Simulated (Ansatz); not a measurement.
Consider the formal exchange of groups at a B–Cl bond: `NB(N)Cl` + `[AlH3]` → `N[B](N)[AlH2]` + HCl.

Calculated with Ansatz (gas phase, PBE0-D4/def2-TZVP geometries, no zero-point term in ΔE). CCSD(T)/CBS adds triple-zeta CCSD(T) − MP2 to the extrapolated MP2 energy (def2 sets, frozen cores). This one scheme is used for every species. DFT in def2-TZVPP. HSE06 is defined as in plane-wave codes. One conformer a species, not always the lowest.

(1) Is it downhill or uphill in electronic energy at CCSD(T)/CBS, and by how much? (Best estimate.)

(2) What do these levels give: LDA (SPW92), B97M-V, HSE06-D4, BHLYP-D4, CAM-B3LYP-D4, PBE, revPBE, BLYP, r2SCAN0, HSE06, SCS-MP2/def2-TZVPP, MP2/def2-QZVPP? (An estimate is asked.)

Largest T1 diagnostic among the species: 0.012.

Results:

(1) The calculation gave: Uphill: ΔE = +27.8 kcal/mol.

(2) Computed: LDA (SPW92) 25.8, B97M-V 32.0, HSE06-D4 26.9, BHLYP-D4 30.0, CAM-B3LYP-D4 28.9, PBE 25.1, revPBE 24.9, BLYP 26.5, r2SCAN0 29.4, HSE06 27.0, SCS-MP2/def2-TZVPP 29.5, MP2/def2-QZVPP 29.8 kcal/mol.

In def2-TZVPP, CCSD(T) changes the Hartree–Fock value by −5.4 kcal/mol (the triples alone add −0.5 kcal/mol) and MP2 by −3.2 kcal/mol. Leaving LDA and LC-ωPBE aside and taking each functional with its dispersion term where it has one, the values, not all of them listed here, spread over 6.9 kcal/mol, from PBE-D4 to B97M-V.
